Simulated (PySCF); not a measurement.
CH$_{3}$Cl$_{2}$Sn, doublet, geometry from GFN2-xTB (such geometries of metal compounds can be far from the true shape) (the spin is typed, not shown lowest) (all electrons, no relativity); PySCF with B3LYP5/STO-3G.

PySCF was given this input:
```python
from pyscf import gto, scf, dft

mol = gto.M(
    atom='''
Sn   -0.25987517    0.10089511    0.41959888
C    -1.92570834   -1.45600401   -0.35249903
H    -1.41774794   -1.94074201   -1.17614683
H    -2.78104771   -0.87777075   -0.67520745
H    -2.16104505   -2.14229292    0.44986603
Cl    0.01934069    1.63428595   -1.40025402
Cl    1.79876807   -1.12534039    0.37299158
''',
    basis='sto-3g',
    spin=1,
    verbose=4,
)

mf = dft.UKS(mol)
mf.xc = 'b3lyp5'
mf.grids.atom_grid = (99, 590)
mf.grids.prune = None
mf.kernel()
```

What the program printed (banner, timings and long lists left out):

```
PySCF version 2.14.0

[INPUT] verbose = 4
[INPUT] num. atoms = 7
[INPUT] num. electrons = 93
[INPUT] charge = 0
[INPUT] spin (= nelec alpha-beta = 2S) = 1
[INPUT] symmetry False subgroup None
[INPUT] Mole.unit = angstrom
[INPUT] Symbol           X                Y                Z      unit          X                Y                Z       unit  Magmom
[INPUT]  1 Sn    -0.259875170000   0.100895110000   0.419598880000 AA   -0.491092897875   0.190664125208   0.792926965374 Bohr   0.0
[INPUT]  2 C     -1.925708340000  -1.456004010000  -0.352499030000 AA   -3.639061358391  -2.751448815168  -0.666126625875 Bohr   0.0
[INPUT]  3 H     -1.417747940000  -1.940742010000  -1.176146830000 AA   -2.679155320266  -3.667470877338  -2.222595390975 Bohr   0.0
[INPUT]  4 H     -2.781047710000  -0.877770750000  -0.675207450000 AA   -5.255418511249  -1.658746317654  -1.275957157766 Bohr   0.0
[INPUT]  5 H     -2.161045050000  -2.142292920000   0.449866030000 AA   -4.083783287347  -4.048346897395   0.850123589445 Bohr   0.0
[INPUT]  6 Cl     0.019340690000   1.634285950000  -1.400254020000 AA    0.036548607160   3.088352854725  -2.646096602621 Bohr   0.0
[INPUT]  7 Cl     1.798768070000  -1.125340390000   0.372991580000 AA    3.399179013912  -2.126585134011   0.704851932969 Bohr   0.0

nuclear repulsion = 560.933857594784
number of shells = 27
number of NR pGTOs = 159
number of NR cGTOs = 53
basis = sto-3g
ecp = {}

******** <class 'pyscf.dft.uks.UKS'> ********
method = UKS
initial guess = minao
damping factor = 0
level_shift factor = 0
DIIS = <class 'pyscf.scf.diis.CDIIS'>
diis_start_cycle = 1
diis_space = 8
diis_damp = 0
SCF conv_tol = 1e-09
SCF conv_tol_grad = None
SCF max_cycles = 50
direct_scf = True
direct_scf_tol = 1e-13
number electrons alpha = 47  beta = 46
XC library pyscf.dft.libxc version 7.1.2
    S. Lehtola, C. Steigemann, M. J. T. Oliveira, and M. A. L. Marques,  SoftwareX 7, 1–5 (2018)
XC functionals = b3lyp5
    P. A. M. Dirac,  Math. Proc. Cambridge Philos. Soc. 26, 376 (1930)
    F. Bloch,  Z. Phys. 57, 545 (1929)
    A. D. Becke,  Phys. Rev. A 38, 3098 (1988)
    C. Lee, W. Yang, and R. G. Parr,  Phys. Rev. B 37, 785 (1988)
    B. Miehlich, A. Savin, H. Stoll, and H. Preuss,  Chem. Phys. Lett. 157, 200 (1989)
    S. H. Vosko, L. Wilk, and M. Nusair,  Can. J. Phys. 58, 1200 (1980)
radial grids:
    Treutler-Ahlrichs [JCP 102, 346 (1995); DOI:10.1063/1.469408] (M4) radial grids

becke partition: Becke, JCP 88, 2547 (1988); DOI:10.1063/1.454033
pruning grids: None
grids dens level: 3
symmetrized grids: False
atomic radii adjust function: <function treutler_atomic_radii_adjust>
User specified grid scheme (99, 590)
small_rho_cutoff = 0
Set gradient conv threshold to 3.16228e-05
tot grids = 408872
init E= -6897.7571067498

cycle= 1 E= -6914.79481332363  delta_E=  -17  |g|= 0.223  |ddm|= 2.26
cycle= 2 E= -6914.83055227964  delta_E= -0.0357  |g|= 0.164  |ddm|= 0.927
cycle= 3 E= -6914.85101278972  delta_E= -0.0205  |g|= 0.084  |ddm|= 0.475
cycle= 4 E= -6914.85597612685  delta_E= -0.00496  |g|= 0.00455  |ddm|= 0.128
cycle= 5 E= -6914.85600134654  delta_E= -2.52e-05  |g|= 0.00285  |ddm|= 0.0219
cycle= 6 E= -6914.85601282211  delta_E= -1.15e-05  |g|= 0.000431  |ddm|= 0.00918
cycle= 7 E= -6914.85601304757  delta_E= -2.25e-07  |g|= 4.09e-05  |ddm|= 0.00136
cycle= 8 E= -6914.85601305145  delta_E= -3.88e-09  |g|= 8.56e-06  |ddm|= 0.000218
cycle= 9 E= -6914.85601305169  delta_E= -2.36e-10  |g|= 2.23e-06  |ddm|= 4.73e-05
Extra cycle  E= -6914.85601305174  delta_E= -5.46e-11  |g|= 1.27e-06  |ddm|= 1.23e-05
converged SCF energy = -6914.85601305174  <S^2> = 0.75278629  2S+1 = 2.0027843
```
